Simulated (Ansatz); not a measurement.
A made-up structure of SiClF₂ (charge -1), singlet:

F1  (1.267, 0.342, 0.768)
Si2  (0.347, -0.489, -0.458)
F3  (-1.032, -1.012, 0.472)
Cl4  (-0.581, 1.158, -0.781)
(Å)

It is relaxed with PBE-D4/def2-SVPD and then PBE0-D4/def2-TZVPD (Ansatz 0.2.0). Atoms count as bonded within 1.22 times the sum of their covalent radii (H–H: 0.88 Å). The end point is not checked to be a true minimum.

Task: Does its bonding change? (A judgement: the text doesn't fix the answer.)

Result: Computed: No: no bond forms or breaks.

Where it ends: The first stage lowers the energy by 1.15 eV in 7 steps. It ends as SiClF₂ ([F][Si]([F])[Cl]), total charge -1:
```
atom    x (Å)    y (Å)    z (Å)
  F1   1.2431   0.1714   0.8323
 Si2   0.3421  -0.4964  -0.3875
  F3  -0.8862  -1.0819   0.5582
 Cl4  -0.6990   1.4069  -1.0031
```

Labels in which every atom is bracketed show which atoms are joined, not bond orders.

For scale, one of the runs: PBE0-D4/def2-TZVPD relaxation, 169 basis functions, launched by `ansatz run in.yaml --threads 2 --pin off --events-out ev --progress --plain --max-ram 4352MiB`. Hardware: 2 CPU threads of an Arm Neoverse V1, shared host. Wall time about 34 s.
